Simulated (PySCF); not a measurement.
C8H7Cl3Si, SMILES C=Cc1ccc([Si](Cl)(Cl)Cl)cc1, GFN2-xTB optimised geometry.

```
19

C      2.83     2.92     0.01
C      1.51     2.75     0.01
C      0.80     1.47     0.00
C      1.45     0.24     0.00
C      0.74    -0.94     0.00
C     -0.66    -0.94     0.00
Si    -1.62    -2.57    -0.03
Cl    -0.74    -3.91     1.20
Cl    -1.64    -3.33    -1.90
Cl    -3.53    -2.27     0.58
C     -1.31     0.29     0.00
C     -0.59     1.47     0.00
H      3.53     2.11     0.01
H      3.26     3.91     0.01
H      0.87     3.62     0.01
H      2.53     0.19     0.00
H      1.27    -1.88     0.00
H     -2.39     0.33     0.00
H     -1.12     2.41     0.00
```

Density from PBE/def2-SVP (PySCF 2.14.0) at that geometry.

Minimum of the electron density along straight lines between bonded atoms, close to the bond critical point (lines longer than 1.1 times the sum of covalent radii, or with two minima, are not listed):

```tsv
bond	length / Å	ρ at the minimum / e bohr⁻³	∇²ρ there / e bohr⁻⁵	position (fraction from the first atom)
C1–C2	1.328	___	___	0.50
C2–C3	1.457	0.272	-0.64	0.50
C3–C4	1.396	0.303	-0.74	0.50
C4–C5	1.378	0.312	-0.77	0.50
C5–C6	1.397	0.300	-0.72	0.50
C6–Si7	1.888	___	0.28	0.62
Si7–Cl8	2.025	0.098	0.29	0.37
Si7–Cl9	2.027	0.098	0.29	0.37
Si7–Cl10	2.023	0.099	0.30	0.37
C6–C11	1.395	0.301	-0.72	0.50
C3–C12	1.396	0.304	-0.74	0.50
C11–C12	1.379	0.312	-0.78	0.50
C1–H13	1.076	0.281	-1.06	0.64
C1–H14	1.076	0.281	-1.07	0.64
C2–H15	1.083	0.280	-1.04	0.63
C4–H16	1.079	0.282	-1.06	0.63
C5–H17	1.080	0.283	-1.07	0.63
C11–H18	1.080	0.283	-1.07	0.64
C12–H19	1.081	0.281	-1.05	0.63
```

### Question
Fill in the missing entries.

### Answer

- C1–C2, ρ at the minimum / e bohr⁻³: 0.339
- C1–C2, ∇²ρ there / e bohr⁻⁵: -0.89
- C6–Si7, ρ at the minimum / e bohr⁻³: 0.117
